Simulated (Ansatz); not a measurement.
`[CH3][Ga]([OH])[OH]` and `O=[CH][Ga]([OH])[OH]` differ in one atom or group.

Ansatz, PBE0-D4/def2-TZVP geometries, multiplicity 1. Each molecule was computed in one conformer, which needn't be the lowest.

Scalar relativity is left out up to krypton.

```json
{"property": "size of the dipole moment (PBE/def2-TZVPP) / D", "`[CH3][Ga]([OH])[OH]`": "0.52"}
{"property": "HOMO–LUMO gap (B3LYP/def2-TZVPP) / eV", "`[CH3][Ga]([OH])[OH]`": "7.65"}
{"property": "HOMO energy (PBE/def2-TZVPP) / eV", "`[CH3][Ga]([OH])[OH]`": "-6.83"}
{"property": "LUMO energy (PBE/def2-TZVPP) / eV", "`[CH3][Ga]([OH])[OH]`": "-1.11"}
{"property": "HOMO energy (ωB97M-V/def2-TZVPP) / eV", "`[CH3][Ga]([OH])[OH]`": "-11.02"}
{"property": "HOMO energy (PBE0/def2-TZVPP) / eV", "`[CH3][Ga]([OH])[OH]`": "-8.53"}
```

(1) What does the change do to each property? (Estimate.)

Results:

(1) Computed: 
```tsv
property	`O=[CH][Ga]([OH])[OH]`	shift
size of the dipole moment (PBE/def2-TZVPP) / D	0.34	-0.18
HOMO–LUMO gap (B3LYP/def2-TZVPP) / eV	4.49	-3.16
HOMO energy (PBE/def2-TZVPP) / eV	-5.80	1.03
LUMO energy (PBE/def2-TZVPP) / eV	-3.30	-2.19
HOMO energy (ωB97M-V/def2-TZVPP) / eV	-9.46	1.56
HOMO energy (PBE0/def2-TZVPP) / eV	-7.20	1.33
```

With PBE0 the HOMO rises by 1.33 eV and the LUMO falls by 2.02 eV, so the gap narrows by about 3.35 eV. PBE moves the HOMO by 1.03 eV and ωB97M-V by 1.56 eV. Dipoles are sizes alone; their direction can turn.

B3LYP here is the variant with VWN-RPA as its local correlation; programs differ in this.
